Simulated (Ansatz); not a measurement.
```yaml
crystal:
  periodic: [false, false, false]
  atoms:
    - {symbol: Au, position_ang: [-0.000032, -0.000007, -0.000012]}
    - {symbol: Cl, position_ang: [1.588925, -1.522286, -0.062500]}
    - {symbol: Cl, position_ang: [-1.588893, 1.522283, 0.062512]}
basis:
  gaussian: {orbitals: def2-mTZVP}
magnetization: {spin_polarized: true, initial_magnetization: 3}
hamiltonian: {xc: {name: HF}}
output: {forces: true}
```

```sh
$ ansatz run in.yaml --threads 4 --pin off --events-out ev --progress --plain --max-ram 3916MiB
```

Output, abridged:

```
Functional definition: HF
799 factors; integrals over basis functions are off by at most 4.2e-4 eV
mean field evaluation 1: about -28667.6109 eV, gradient 7.7e0 eV
mean field evaluation 2: about -28667.9132 eV, gradient 7.9e0 eV
mean field evaluation 4: about -28668.7370 eV, gradient 2.2e0 eV
mean field evaluation 8: about -28668.8801 eV, gradient 5.6e-1 eV
mean field evaluation 16: about -28668.8881 eV, gradient 3.1e-3 eV
mean field evaluation 32: about -28669.7105 eV, gradient 2.7e-5 eV
mean field evaluation 64: about -28667.5798 eV, gradient 1.4e1 eV
mean field evaluation 96: about -28669.7034 eV, gradient 5.2e-1 eV
mean field evaluation 128: about -28669.5469 eV, gradient 3.1e-1 eV
mean field evaluation 160: about -28669.2710 eV, gradient 1.2e0 eV
mean field evaluation 192: about -28668.6386 eV, gradient 4.0e-1 eV
mean field evaluation 224: about -28668.6450 eV, gradient 2.4e-1 eV
mean field evaluation 256: about -28669.6975 eV, gradient 2.4e-1 eV
mean field evaluation 288: about -28668.6353 eV, gradient 7.4e-1 eV
mean field evaluation 320: about -28668.5404 eV, gradient 6.4e-2 eV
mean field evaluation 352: about -28666.9435 eV, gradient 1.7e1 eV
mean field evaluation 384: about -28668.6183 eV, gradient 1.1e-1 eV
mean field evaluation 416: about -28667.9885 eV, gradient 8.6e0 eV
mean field evaluation 448: about -28668.2324 eV, gradient 5.7e-1 eV
mean field evaluation 480: about -28669.2129 eV, gradient 6.4e-1 eV
mean field evaluation 512: about -28667.8880 eV, gradient 1.1e0 eV
mean field evaluation 544: about -28668.0165 eV, gradient 3.5e-1 eV
mean field evaluation 576: about -28669.5327 eV, gradient 2.8e-5 eV
mean field evaluation 608: about -28668.8881 eV, gradient 2.3e-4 eV
mean field evaluation 640: about -28669.7105 eV, gradient 1.6e-5 eV
mean field evaluation 672: about -28667.2226 eV, gradient 4.9e0 eV
mean field evaluation 704: about -28669.7017 eV, gradient 6.1e-5 eV
mean field -28669.71054844 eV, -1053.5924296274 hartree, gradient 6.2e-11 eV, S^2 3.776225; 8 other end points of the search recorded, 0 dependent functions left out
reference -28669.71054844 eV, -1053.5924296274 hartree; 28, 25 occupied and 52, 55 virtual orbitals, 799 factors
Total energy: -28669.71054844 eV, -1053.5924296274 hartree
Atom 0 at    -0.000032    -0.000007    -0.000012 Å, force     0.000141    -0.000691    -0.000220 eV/Å
Atom 1 at     1.588925    -1.522286    -0.062500 Å, force     4.039077    -3.869437    -0.158786 eV/Å
Atom 2 at    -1.588893     1.522283     0.062512 Å, force    -4.039218     3.870127     0.159006 eV/Å
Dipole moment:     0.000090     0.000072     0.000058 e Å
```

It took 12 s on 4 threads of Arm Neoverse V1 on a shared host.

In the def2 sets Au takes a core potential; there is no spin–orbit coupling.
